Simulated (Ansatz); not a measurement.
CH₄OZn (`[CH3][Zn][OH]`). Total charge 0; spin multiplicity 1. All single points use the PBE0-D4/def2-TZVP geometry. It is one conformer, not always the lowest.

```xyz
7

C     0.492   -1.087    0.333
Zn   -0.154    0.633   -0.225
O    -0.640    2.253   -0.779
H     1.249   -0.978    1.112
H     0.937   -1.621   -0.508
H    -0.324   -1.694    0.732
H    -1.560    2.494   -0.666
```

(1) What is the dipole moment at r2SCAN/def2-TZVPP? (Estimate.)

(2) And with PBE, B3LYP, ωB97M-V? (Best estimate.)

(3) Give the Mulliken charges with r2SCAN, ωB97M-V, PBE in def2-TZVPP. (An estimate is asked.)

## Answers

(1) The calculation gave: 1.76 D, with components (-0.76, -1.40, 0.75) D in this frame, pointing from negative to positive charge.

(2) Ansatz gave: PBE 1.71 D, B3LYP 1.82 D, ωB97M-V 1.79 D.

(3) Computed: 
| atom | r2SCAN | ωB97M-V | PBE |
| --- | --- | --- | --- |
| C1 | -0.37 | -0.52 | -0.42 |
| Zn2 | 0.45 | 0.49 | 0.35 |
| O3 | -0.52 | -0.51 | -0.45 |
| H4 | 0.08 | 0.13 | 0.11 |
| H5 | 0.08 | 0.13 | 0.11 |
| H6 | 0.08 | 0.12 | 0.11 |
| H7 | 0.19 | 0.17 | 0.18 |

B3LYP here is the variant with VWN-RPA as its local correlation; programs differ in this.
